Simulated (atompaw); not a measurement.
## u(r) = r·R(r): atom against pseudo-atom (magnesium (Mg))

Columns: radius, all-electron u(r) and pseudo u(r) of the 3p shell (level -1.33 eV) of magnesium in the configuration [Ne] 3s2 3p0; PBE, scalar-relativistic, PAW (atompaw) scheme, atompaw 4.2.0.5.

```json
{"r (bohr)": "0.104", "all-electron": "-0.0494", "pseudo": "0.0007"}
{"r (bohr)": "0.208", "all-electron": "-0.1134", "pseudo": "0.0029"}
{"r (bohr)": "0.312", "all-electron": "-0.1507", "pseudo": "0.0066"}
{"r (bohr)": "0.415", "all-electron": "-0.1598", "pseudo": "0.0119"}
{"r (bohr)": "0.519", "all-electron": "-0.1479", "pseudo": "0.0187"}
{"r (bohr)": "0.623", "all-electron": "-0.1221", "pseudo": "0.0273"}
{"r (bohr)": "0.727", "all-electron": "-0.0879", "pseudo": "0.0378"}
{"r (bohr)": "0.831", "all-electron": "-0.0493", "pseudo": "0.0501"}
{"r (bohr)": "0.935", "all-electron": "-0.0086", "pseudo": "0.0644"}
{"r (bohr)": "1.038", "all-electron": "0.0319", "pseudo": "0.0807"}
{"r (bohr)": "1.142", "all-electron": "0.0721", "pseudo": "0.0992"}
{"r (bohr)": "1.246", "all-electron": "0.1109", "pseudo": "0.1199"}
{"r (bohr)": "1.350", "all-electron": "0.1479", "pseudo": "0.1426"}
{"r (bohr)": "1.454", "all-electron": "0.1828", "pseudo": "0.1673"}
{"r (bohr)": "1.558", "all-electron": "0.2156", "pseudo": "0.1937"}
{"r (bohr)": "1.662", "all-electron": "0.2462", "pseudo": "0.2215"}
{"r (bohr)": "1.765", "all-electron": "0.2744", "pseudo": "0.2498"}
{"r (bohr)": "1.869", "all-electron": "0.3009", "pseudo": "0.2787"}
{"r (bohr)": "1.973", "all-electron": "0.3255", "pseudo": "0.3072"}
{"r (bohr)": "2.077", "all-electron": "0.3481", "pseudo": "0.3345"}
{"r (bohr)": "2.181", "all-electron": "0.3688", "pseudo": "0.3598"}
{"r (bohr)": "2.285", "all-electron": "0.3875", "pseudo": "0.3825"}
{"r (bohr)": "2.388", "all-electron": "0.4041", "pseudo": "0.4019"}
{"r (bohr)": "2.492", "all-electron": "0.4189", "pseudo": "0.4183"}
{"r (bohr)": "2.596", "all-electron": "0.4319", "pseudo": "0.4318"}
{"r (bohr)": "2.700", "all-electron": "0.4430", "pseudo": "0.4430"}
```

Problem. How many radial nodes do the two functions have?

Solution. The all-electron 3p function has n − l − 1 = 1; the pseudo-wave has 0, since the states of the same l below it are removed with the core.

Problem. Is the pseudo-wave norm-conserving?

Solution. No, it belongs to a PAW set: the norm inside the radius is not constrained, and the difference is carried by the augmentation charge.
